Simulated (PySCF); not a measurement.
SMILES [CH3][Al]([F])[F] (B3LYP/def2-SVP optimised geometry):

```
7

Al     0.223     0.376     0.000
C     -0.800    -1.263    -0.004
H     -0.555    -1.869    -0.892
H     -1.884    -1.073    -0.003
H     -0.555    -1.876     0.880
F     -0.491     1.876     0.000
F      1.884     0.376     0.000
```

Calculation: B3LYP/def2-TZVP (PySCF 2.14.0).

Question: What are the frontier orbital energies and the dipole moment?

Answer: HOMO-2 -11.11 eV, HOMO-1 -10.79 eV, HOMO -9.12 eV, LUMO -0.94 eV, LUMO+1 -0.55 eV; dipole moment 2.35 D.

On the same geometry PBE/def2-TZVP (PySCF) gives HOMO-2 -9.37 eV, HOMO-1 -9.06 eV, HOMO -7.96 eV, LUMO -1.43 eV, LUMO+1 -1.05 eV; dipole moment 2.32 D.

Meta-Löwdin charges at B3LYP/def2-TZVP: Al1 1.31, C2 -0.66, H3 0.14, H4 0.14, H5 0.14, F6 -0.54, F7 -0.54.
